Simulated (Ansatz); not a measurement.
One change: `[CH3][Zr]([F])([F])[F]` becomes `[F][Zr]([F])([F])[SeH]`.

Ansatz, PBE0-D4/def2-TZVP geometries, multiplicity 1. Each molecule was computed in one conformer, which needn't be the lowest.

Elements past krypton have def2 core potentials. Scalar relativity is left out up to krypton.

| property | `[CH3][Zr]([F])([F])[F]` |
| --- | --- |
| HOMO–LUMO gap (PBE0/def2-TZVPP) / eV | 7.18 |
| ideal-gas entropy at 298 K and 1 bar (rigid rotor, harmonic PBE0-D4/def2-TZVP) / J/(mol·K) | 362 |
| size of the dipole moment (PBE/def2-TZVPP) / D | 1.02 |
| HOMO energy (B3LYP/def2-TZVPP) / eV | -8.15 |
| HOMO–LUMO gap (PBE/def2-TZVPP) / eV | 4.88 |
| HOMO energy (PBE0/def2-TZVPP) / eV | -8.38 |

Give the same properties after the change, and the shifts. (Estimate.)

Ansatz gave: 
| property | `[F][Zr]([F])([F])[SeH]` | shift |
| --- | --- | --- |
| HOMO–LUMO gap (PBE0/def2-TZVPP) / eV | 5.76 | -1.42 |
| ideal-gas entropy at 298 K and 1 bar (rigid rotor, harmonic PBE0-D4/def2-TZVP) / J/(mol·K) | 391 | 29 |
| size of the dipole moment (PBE/def2-TZVPP) / D | 0.35 | -0.67 |
| HOMO energy (B3LYP/def2-TZVPP) / eV | -7.47 | 0.68 |
| HOMO–LUMO gap (PBE/def2-TZVPP) / eV | 3.76 | -1.12 |
| HOMO energy (PBE0/def2-TZVPP) / eV | -7.71 | 0.67 |

With PBE0 the HOMO rises by 0.67 eV and the LUMO falls by 0.75 eV, so the gap narrows by about 1.42 eV. PBE moves the HOMO by 0.45 eV and ωB97M-V by 0.83 eV. The zero-point energy changes by -70.1 kJ/mol with -6 modes. Dipoles are sizes alone; their direction can turn. Modes under 60 cm⁻¹, often nearly free rotors, make the harmonic entropy too high.

B3LYP here is the variant with VWN-RPA as its local correlation; programs differ in this.

Spin–orbit coupling is left out; it splits and shifts lone-pair levels of the heavy atoms by tenths of an eV.
